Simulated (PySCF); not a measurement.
A GIAO shielding run with PySCF 2.14.0 with density-fitted response routines (density fitting, scalar relativity only through the core potential, gas phase) on [NbOF5]2-, [F5NbO]2-:

```
{"job": {"kind": "nmr", "xc": "PBE0", "basis": {"default": "pcSseg-1", "Nb": "def2-TZVP"}}, "charge": -2, "multiplicity": 1}
Nb    -0.000976    -0.000367     0.143855
O     -0.016265    -0.008764     1.895884
F      0.014684     0.005687    -1.913116
F      1.958516     0.005444    -0.015568
F     -1.957788    -0.002557    -0.047878
F     -0.003177     1.958511    -0.023534
F      0.005016    -1.957954    -0.039653
```

Hardware: 1 thread of an x86-64 server CPU, shared host. The job also computes population analyses, field gradients.

Question: How large is the calculation?

Answer: 68 electrons, 142 basis functions and 789 auxiliary functions.

Question: How long does it take?

Answer: 15 s of wall time, with 13 SCF cycles and 5 response iterations. Times on a shared host scatter by some tens of per cent.

Question: And these other runs on the same molecule and hardware: GIAO shielding at KT2/pcSseg-1 (def2-TZVP on Nb)?

Answer: KT2/pcSseg-1 (def2-TZVP on Nb): 142 functions, 19 s.
